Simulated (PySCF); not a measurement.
Radial density of P²⁺ (phosphorus, charge +2)

UHF, [Ne] 3s2 3p1, 2P determinant. All numbers are calculated (PySCF 2.14, the non-relativistic Hamiltonian (point nucleus), in dyall-acv3z).

```json
{"r (bohr)": "0.00175", "4πr²ρ (e/bohr)": "0.07967", "4πr²(ρα − ρβ)": "0.0000"}
{"r (bohr)": "0.00294", "4πr²ρ (e/bohr)": "0.2175", "4πr²(ρα − ρβ)": "0.0000"}
{"r (bohr)": "0.00494", "4πr²ρ (e/bohr)": "0.5794", "4πr²(ρα − ρβ)": "0.0000"}
{"r (bohr)": "0.00831", "4πr²ρ (e/bohr)": "1.482", "4πr²(ρα − ρβ)": "0.0000"}
{"r (bohr)": "0.0140", "4πr²ρ (e/bohr)": "3.539", "4πr²(ρα − ρβ)": "0.0000"}
{"r (bohr)": "0.0235", "4πr²ρ (e/bohr)": "7.533", "4πr²(ρα − ρβ)": "0.0002"}
{"r (bohr)": "0.0396", "4πr²ρ (e/bohr)": "13.24", "4πr²(ρα − ρβ)": "0.0014"}
{"r (bohr)": "0.0665", "4πr²ρ (e/bohr)": "17.06", "4πr²(ρα − ρβ)": "0.0078"}
{"r (bohr)": "0.112", "4πr²ρ (e/bohr)": "14.16", "4πr²(ρα − ρβ)": "0.0334"}
{"r (bohr)": "0.188", "4πr²ρ (e/bohr)": "10.79", "4πr²(ρα − ρβ)": "0.0947"}
{"r (bohr)": "0.317", "4πr²ρ (e/bohr)": "15.34", "4πr²(ρα − ρβ)": "0.1279"}
{"r (bohr)": "0.533", "4πr²ρ (e/bohr)": "12.31", "4πr²(ρα − ρβ)": "0.0150"}
{"r (bohr)": "0.896", "4πr²ρ (e/bohr)": "3.155", "4πr²(ρα − ρβ)": "0.1137"}
{"r (bohr)": "1.51", "4πr²ρ (e/bohr)": "2.049", "4πr²(ρα − ρβ)": "0.5762"}
{"r (bohr)": "2.53", "4πr²ρ (e/bohr)": "0.7971", "4πr²(ρα − ρβ)": "0.3160"}
{"r (bohr)": "4.26", "4πr²ρ (e/bohr)": "0.02979", "4πr²(ρα − ρβ)": "0.0174"}
{"r (bohr)": "7.17", "4πr²ρ (e/bohr)": "4.685e-05", "4πr²(ρα − ρβ)": "0.0000"}
```
